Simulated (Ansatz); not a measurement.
`[CH3][GeH]([NH2])[CH]=O` + BH₃ → `[BH2][GeH]([CH3])[NH2]` + `C=O`  (formal exchange of groups at a Ge–C bond)

Isolated molecules relaxed with PBE0-D4/def2-TZVP in Ansatz; ΔE leaves out vibrations. CCSD(T)/CBS is the MP2 limit (def2-TZVPP, def2-QZVPP) plus CCSD(T) − MP2 in def2-TZVPP, frozen cores. This one scheme is used for every species. Functionals use def2-TZVPP. For Ge outer-core shells are correlated without core-valence functions, which leaves a few kJ/mol of doubt a bond. Scalar relativity is left out up to krypton. Each species was taken in one conformer, which may not be the lowest.

`[CH3][GeH]([NH2])[CH]=O`:

Z-matrix (Å, degrees):
```
C
Ge 1 1.939
H 1 1.091 2 109.9
H 1 1.090 2 110.0 3 -119.0
H 1 1.090 2 110.2 3 120.1
N 2 1.842 1 109.5 3 -57.4
C 2 2.015 1 107.8 3 64.3
H 2 1.543 1 114.1 3 -175.6
H 6 1.010 2 115.2 1 63.7
H 6 1.010 2 115.3 1 -168.1
O 7 1.203 2 122.4 1 8.4
H 7 1.120 2 118.3 1 -169.8
```

BH₃:

Cartesian coordinates in Å:
```
B 0.000 0.000 0.000
H 1.130 -0.312 0.222
H -0.473 0.954 0.539
H -0.658 -0.642 -0.761
```

`[BH2][GeH]([CH3])[NH2]`:

```xyz
12

B    -0.881    0.612   -1.714
Ge    0.272    0.482   -0.015
C     0.929   -1.365    0.207
N    -0.709    1.085    1.434
H    -2.066    0.761   -1.661
H    -0.382    0.500   -2.795
H     1.510    1.404   -0.075
H     0.095   -2.065    0.285
H     1.524   -1.431    1.120
H     1.554   -1.657   -0.638
H    -1.614    0.646    1.529
H    -0.233    1.027    2.324
```

`C=O`:

Z-matrix (Å, degrees):
```
C
O 1 1.195
H 1 1.109 2 122.0
H 1 1.109 2 122.0 3 -180.0
```

Is it downhill or uphill in electronic energy at CCSD(T)/CBS, and by how much? (An estimate is asked.)

Ansatz gave: Downhill: ΔE = -1.3 kcal/mol.

What do these levels give: PBE-D4, r2SCAN-D4, PBE0-D4, ωB97X-V, ωB97M-V, PBE, r2SCAN, SCS-MP2/def2-TZVPP, CCSD/def2-TZVPP, MP2/def2-QZVPP, HF/CBS(def2), CCSD/CBS(def2)? (Estimate.)

Computed: PBE-D4 -1.2, r2SCAN-D4 -0.5, PBE0-D4 -1.5, ωB97X-V -0.4, ωB97M-V -0.1, PBE -1.5, r2SCAN -0.6, SCS-MP2/def2-TZVPP -0.1, CCSD/def2-TZVPP -1.2, MP2/def2-QZVPP -0.5, HF/CBS(def2) -0.3, CCSD/CBS(def2) -1.6 kcal/mol.

Largest T1 diagnostic among the species: 0.015.
